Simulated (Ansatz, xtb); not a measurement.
## AlFHNSi: which of two isomers lies lower

We compare X, `[F][Al]1[NH][Si]1`, a singlet, with Y, `[F][AlH][N]=[Si]`, a singlet. Both are isolated molecules in the gas phase, relaxed with B3LYP/6-31G*; the shapes shown needn't be the lowest conformers.

X (Å):

```xyz
5

Al    0.3830   -1.0072    0.0712
F    -1.2678   -1.0097   -0.1209
N     1.5435   -1.7265   -1.1537
Si    2.7674   -1.1966   -0.0160
H     1.7197   -2.2051   -2.0367
```

Y (Å):

```
atom    x (Å)    y (Å)    z (Å)
  Al   0.4073  -1.3477  -0.9250
   F   0.1770  -0.0403  -1.9199
   N   2.0103  -1.6198  -0.1954
  Si   3.4262  -1.8716   0.4573
   H  -0.8308  -2.2890  -0.6805
```

Q: Estimate which is lower in electronic energy at CCSD(T)/def2-TZVPP, and by roughly how much.

A: The CCSD(T)/def2-TZVPP calculation puts structure Y lower, by 24.0 kcal/mol.

How the difference moves with the method:

| level | geometry | E(Y) − E(X) (kcal/mol) | departure from the last row (kcal/mol) | job, with rough time for the two |
| --- | --- | --- | --- | --- |
| GFN2-xTB | GFN2-xTB | −31.9 | −7.9 | optimisation, 0.67 s |
| HF/STO-3G | GFN2-xTB | −45.0 | −21.0 | single point, 0.61 s |
| r2SCAN-D4/def2-SVP | GFN2-xTB | −21.7 | +2.3 | single point, 4.1 s |
| B3LYP/6-31G* | B3LYP/6-31G* | −25.5 | −1.5 | optimisation, 40 s |
| HF/def2-TZVPP | B3LYP/6-31G* | −30.5 | −6.5 | part of the CCSD(T) run |
| MP2/def2-TZVPP | B3LYP/6-31G* | −27.4 | −3.4 | part of the CCSD(T) run |
| CCSD(T)/def2-TZVPP | B3LYP/6-31G* | −24.0 |  | single point, 66 s |

As drawn, Y has 1 N=Si, 1 Al–H in place of 1 N–Si, 1 Al–Si, 1 N–H. Structure X has a 3-membered ring, Y no ring.

None of the levels shown reverses the order. The largest departure from CCSD(T)/def2-TZVPP is that of HF/STO-3G, 21.0 kcal/mol.

With harmonic frequencies from B3LYP/6-31G* (ideal gas, rigid rotor, one conformer each, 200 K, 1 atm): the zero-point term adds −2.2 kcal/mol; ΔH is −26.1 and ΔG −26.4 kcal/mol.

The correlated steps freeze 12 core orbitals. Run with Ansatz 0.2.0, xtb 6.7.1; the last row on 1 thread of Intel(R) Xeon(R) Platinum 8175M CPU @ 2.50GHz (Skylake/Cascade Lake) on a shared host.
